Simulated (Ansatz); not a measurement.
`[SiH3][CH]1[NH][GeH2]1`, relaxed with RKS PBE-D4/def2-SVP in Ansatz from a rough embedded geometry. The force threshold is 0.03 eV/Å; the program also tests the step.

The species carries charge 0 and has multiplicity 1.

Start:

```xyz
11

Si   -0.537    1.113   -1.004
C    -0.545   -0.026    0.401
N     0.563    0.185    1.205
Ge    0.804   -1.445    0.197
H    -1.400    0.569   -2.129
H    -1.128    2.452   -0.627
H     0.823    1.362   -1.543
H    -1.430   -0.275    0.949
H     0.359   -0.076    2.226
H     1.853   -1.232   -0.847
H     0.636   -2.628    1.171
```

(1) How much energy does the relaxation release, and in how many steps? (Estimate.)

(2) Which bonds change most? (Best estimate.)

(3) Give the relaxed structure. (An estimate is asked.)

Results:

(1) The calculation gave: 44.19 kJ/mol, in 5 steps.

(2) Ansatz gave: C2–N3 from 1.385 to 1.496 Å; Si1–C2 from 1.808 to 1.886 Å; N3–H9 from 1.074 to 1.031 Å; C2–H8 from 1.070 to 1.111 Å.

(3) The calculation gave: 
```xyz
11

Si   -0.623    1.196   -1.063
C    -0.495   -0.050    0.347
N     0.644    0.187    1.288
Ge    0.878   -1.434    0.315
H    -1.615    0.701   -2.084
H    -1.078    2.546   -0.568
H     0.725    1.348   -1.716
H    -1.462   -0.398    0.770
H     0.358    0.029    2.266
H     2.072   -1.394   -0.648
H     0.597   -2.732    1.095
```
